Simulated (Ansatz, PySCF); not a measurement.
Gas-phase reaction (SMILES): C[SiH](C)F [fluoro(dimethyl)silane] -> C[SiH]C + F atom; the F-Si bond at the site shown breaks (other sites are not compared here).

Structures are relaxed separately at B3LYP-D3(BJ)/def2-TZVP in Ansatz (a program for electronic structure). Valence correlation only, unless marked. UHF or UKS for open shells. No spin-orbit coupling. No relativistic terms. CBS marks a two-point X^-3 extrapolation of the correlation energy; Hartree-Fock from the larger set. [CCSD(T)-MP2]/basis is that difference in the basis named. Thermal terms are rigid-rotor harmonic-oscillator values from B3LYP-D3(BJ) frequencies (PySCF) at 298.15 K and 1 atm. 1 Eh = 627.5095 kcal/mol. Atoms have translation alone.

```tsv
species	E, RI-MP2/CBS(aug-cc-pV(T+d)Z,aug-cc-pV(Q+d)Z)+[CCSD(T)-MP2]/aug-cc-pV(T+d)Z (Ansatz) (Eh)	E, PBE-D3(BJ)/def2-TZVPD (Ansatz + dftd3) (Eh)	H - E (Eh)
C[SiH](C)F	-469.28036	-469.57430	0.09219
C[SiH]C	-369.35589	-369.65439	0.08696
F atom	-99.66721	-99.67049	0.00236
```

Task: Work out ΔE and ΔH at 298.15 K at the first level, then ΔH at the second.

Result: 
1. ΔE = [(-369.35589) + (-99.66721)] - [(-469.28036)] = 0.25726 Eh = 161.4 kcal/mol at RI-MP2/CBS(aug-cc-pV(T+d)Z,aug-cc-pV(Q+d)Z)+[CCSD(T)-MP2]/aug-cc-pV(T+d)Z.
2. The terms H - E add up to -0.00287 Eh, so ΔH = (0.25726 + (-0.00287))×627.5095 = 159.6 kcal/mol.
3. At PBE-D3(BJ)/def2-TZVPD the same steps give ΔE = 156.5 and ΔH = 154.7 kcal/mol, a shift of -4.9 from the first level.
4. These values are not checked against measurement here, since the tables used lack a sound gas-phase enthalpy of formation for at least one species.
